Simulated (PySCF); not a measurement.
Species: CH₁₀N₄OSi₃.
Numbering: `[NH2:1][C:2](=[O:3])[SiH:4]1[NH:5][SiH2:6][NH:7][SiH2:8][NH:9]1` (hydrogens: H10, H11 on N1; H12 on Si4; H13 on N5; H14, H15 on Si6; H16 on N7; H17, H18 on Si8; H19 on N9)

A GFN2-xTB structure was refined with PBE0-D3(BJ)/def2-SVP geometry optimisation, gas phase in PySCF 2.14.0. Its GFN2-xTB values:

```csv
coordinate,GFN2-xTB
N1–C2,1.365 Å
N1–H10,1.032 Å
N1–H11,0.976 Å
C2=O3,1.214 Å
C2–Si4,1.881 Å
Si4–N5,1.720 Å
Si4–H12,1.466 Å
N5–Si6,1.739 Å
N5–H13,0.996 Å
Si6–N7,1.721 Å
Si6–H14,1.476 Å
Si6–H15,1.457 Å
N7–H16,1.021 Å
Si8–N9,1.706 Å
C2–Si4–N5,108.7°
C2–Si4–N9,107.4°
O3–C2–Si4,122.0°
Si4–N5–Si6,127.1°
Si4–N9–Si8,125.7°
N5–Si4–N9,103.7°
N5–Si6–N7,105.8°
Si6–N7–Si8,130.3°
```

Task: How do these coordinates change at the PBE0-D3(BJ)/def2-SVP level?

Result: 
| coordinate | PBE0-D3(BJ)/def2-SVP (Å or °) | change |
| --- | --- | --- |
| N1–H11 | 1.015 | +0.039 |
| C2–Si4 | 1.918 | +0.037 |
| Si6–H15 | 1.493 | +0.036 |
| Si8–N9 | 1.739 | +0.033 |
| Si4–H12 | 1.495 | +0.029 |
| Si4–N5 | 1.743 | +0.023 |
| Si6–N7 | 1.743 | +0.022 |
| N5–H13 | 1.016 | +0.020 |
| N1–H10 | 1.012 | -0.020 |
| N5–Si6 | 1.755 | +0.016 |
| Si6–H14 | 1.491 | +0.015 |
| N1–C2 | 1.354 | -0.011 |
| C2=O3 | 1.223 | +0.009 |
| N7–H16 | 1.015 | -0.006 |
| Si4–N5–Si6 | 117.6 | -9.5 |
| Si6–N7–Si8 | 121.4 | -8.9 |
| C2–Si4–N9 | 101.6 | -5.8 |
| N5–Si6–N7 | 111.0 | +5.2 |
| Si4–N9–Si8 | 130.6 | +4.9 |
| C2–Si4–N5 | 113.2 | +4.5 |
| N5–Si4–N9 | 107.4 | +3.7 |
| O3–C2–Si4 | 118.7 | -3.3 |

The energy falls by 10.8 kcal/mol over 27 energy and gradient evaluations, the largest force component goes from 0.0578 to 1.8e-04 Eh/bohr, and the atoms move by 0.939 Å rms after alignment. The bond that changes most is N1–H11 (nitrogen bound to a carbonyl carbon to N–H hydrogen), which lengthens by 0.039 Å. Bonds longer at the end by more than 0.005 Å: 14 of 19; shorter: 4. Among the dihedrals that turn most is H13–N5–Si6–H15, from 57° to -22°. Rotational constants go from 1771, 662.4, 550.7 to 1655, 731.0, 571.7 MHz.

The run used 188 basis functions and 210 SCF cycles in all. Time: 16 min of wall time; peak memory 0.92 GiB. Hardware: one thread, Arm Neoverse N1 (aarch64), no GPU, shared host with 64 logical CPUs at a one-minute load of 59.

Whether it is a minimum is left open (no frequencies). The numbers are those of one conformer.
